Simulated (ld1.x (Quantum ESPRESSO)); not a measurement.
**K: what ld1.x (Quantum ESPRESSO) 7.5 does with a changed input**

Command:

```bash
ld1.x < K.in > K.out
```

Input:

```
&input
   title='K', zed=19., rel=1, dft='PZ', iswitch=3, tr2=1e-4,
   config='[Ar] 3d1 4s0 4p0 4f-2',
   nld=4, rlderiv=4.95, eminld=-2.0, emaxld=5.0, deld=0.02
 /
 &inputp
   pseudotype=3, tm=.true., lloc=-2, rcloc=3.15,
   nlcc=.true., rcore=1.85,
   which_augfun='PSQ', rmatch_augfun_nc=.true.,
   file_pseudopw='K.UPF', file_wfcaegen='ae.wfc', file_wfcncgen='nc.wfc', file_beta='beta', file_chi='chi', file_wfcusgen='us.wfc'
 /
8
4S  1  0   0.00   0.00  2.90  4.05  0.0
4S  1  0   0.00   0.25  2.90  4.05  0.0
4P  2  1   0.00   0.00  3.20  3.50  0.0
4P  2  1   0.00   1.60  3.20  3.50  0.0
3D  3  2   1.00   0.00  4.25  4.55  0.0
3D  3  2   0.00   0.55  4.25  4.55  0.0
4F  4  3  -2.00   0.05  3.35  3.70  0.0
4F  4  3  -2.00   0.40  3.35  3.70  0.0
 &test
   configts(1)='3d1 4s0 4p0'
 /
```

This is an input that runs to its end, with one change: threshold tr2=1e-4.

Q: How does the run end?

A: The program runs through. The occupied levels of the test differ from the all-electron ones by at most 0.00000 Ry (unchanged input: 0.00000 Ry).

```
     mesh =1165 r(mesh) = 100.03909 xmin = -7.00 dx = 0.01250

     n l     nl             e AE (Ry)        e PS (Ry)    De AE-PS (Ry)
     3 2     3D   1( 1.00)       -0.04772       -0.04772       -0.00000
     1 0     4S   1( 0.00)       -0.23476       -0.23476        0.00000
     2 1     4P   1( 0.00)       -0.10968       -0.10968       -0.00000

     eps = 2.5E-13  iter =  1

     Etot =   -1200.844417 Ry,    -600.422209 Ha,  -16338.320628 eV
     Etotps =    -4.841186 Ry,      -2.420593 Ha,     -65.867693 eV

     Ekin =       0.210352 Ry,       0.105176 Ha,       2.861990 eV
     Encl =      -0.346145 Ry,      -0.173073 Ha,      -4.709546 eV
     Ehrt =       0.121203 Ry,       0.060602 Ha,       1.649057 eV
     Ecxc =      -4.918497 Ry,      -2.459249 Ha,     -66.919561 eV
     (Ecc =      -4.695258 Ry,      -2.347629 Ha,     -63.882242 eV)
     Epseu=       0.091900 Ry,       0.045950 Ha,       1.250367 eV

     ---------------------- End of pseudopotential test ----------------------
```
